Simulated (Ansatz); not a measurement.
Consider the redistribution: `N[SiH](F)[O][SnH3]` + `N[SiH2]N[SiH](N)O` → `N[Si@H](O)N[Si@@H](N)F` + `N[SiH2][O][SnH3]`.

Gas-phase electronic energies from Ansatz, PBE0-D4/def2-TZVP geometries. CCSD(T)/CBS adds triple-zeta CCSD(T) − MP2 to the extrapolated MP2 energy (def2 sets, frozen cores). DFT in def2-TZVPP. B3LYP here is the variant with VWN-RPA as its local correlation; programs differ in this. Elements past krypton have def2 core potentials. For Sn outer-core shells are correlated without core-valence functions, which leaves a few kJ/mol of doubt a bond. Each species was taken in one conformer, which may not be the lowest.

| level | ΔE (kcal/mol) |
| --- | --- |
| B3LYP-D4 | 0.9 |
| PBE | 1.0 |
| PBE0 | 1.1 |
| MP2/CBS(def2) | 1.0 |

What does CCSD(T)/CBS give? (Estimate.)

The calculation gave: +1.1 kcal/mol. The listed levels differ from it by -0.2, -0.1, 0.0, -0.1 kcal/mol.

Largest T1 diagnostic among the species: 0.013.
